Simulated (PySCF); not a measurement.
Geometry:
| atom | x (Å) | y (Å) | z (Å) |
| --- | --- | --- | --- |
| C1 | -2.288 | 0.016 | -2.180 |
| C2 | -1.759 | -0.428 | -1.196 |
| Si3 | -0.953 | -1.108 | 0.331 |
| O4 | -1.919 | -1.059 | 1.629 |
| C5 | 0.558 | -0.010 | 0.599 |
| C6 | 1.725 | 0.185 | -0.092 |
| C7 | 2.412 | 1.157 | 0.663 |
| N8 | 1.716 | 1.508 | 1.708 |
| O9 | 0.570 | 0.792 | 1.677 |
| H10 | -2.750 | 0.407 | -3.041 |
| H11 | -0.603 | -2.515 | 0.209 |
| H12 | -2.115 | -0.254 | 2.103 |
| H13 | 2.035 | -0.292 | -0.997 |
| H14 | 3.370 | 1.600 | 0.479 |

Single conformer, non-relativistic Hamiltonian, no solvent model. Structure optimised with GFN2-xTB; σ from GIAO-PBE0/pcSseg-1; PySCF 2.14.0 with density-fitted response routines.

Problem. Predict the 2D correlation tables (HSQC, COSY, HMBC).

Solution. 

HSQC (one-bond C–H):
| δH | δC |
| --- | --- |
| 8.41 (H14) | 152.8 (C7) |
| 6.79 (H13) | 118.8 (C6) |
| 2.08 (H10) | 103.2 (C1) |

COSY cross peaks (H two or three bonds apart, from the bond graph; peaks can be absent where the dihedral angle is near 90°):
| δH | δH |
| --- | --- |
| 8.41 (H14) | 6.79 (H13) |

HMBC (two and three bonds, from the bond graph):
| δH | δC |
| --- | --- |
| 8.41 (H14) | 177.0 (C5), 118.8 (C6) |
| 6.79 (H13) | 177.0 (C5), 152.8 (C7) |
| 5.37 (H11) | 177.0 (C5), 118.8 (C6), 103.2 (C1), 90.1 (C2) |
| 2.08 (H10) | 90.1 (C2) |

References, each an isolated molecule treated in the same way: 1H (31.72 ppm), 13C (186.93 ppm) against TMS.

Exchangeable OH/NH protons stand at their gas-phase positions; hydrogen bonding in a real sample shifts them, mostly to higher δ. Shifts are as computed. Against solution values, carbons near 30 ppm lie about +3 ppm off and those near 130 ppm about +5 ppm. Of 1211 compounds with measured shifts, 218 miss one by over three times the rms of a fit or turn the order of signals round; such compounds aren't used in these exercises.
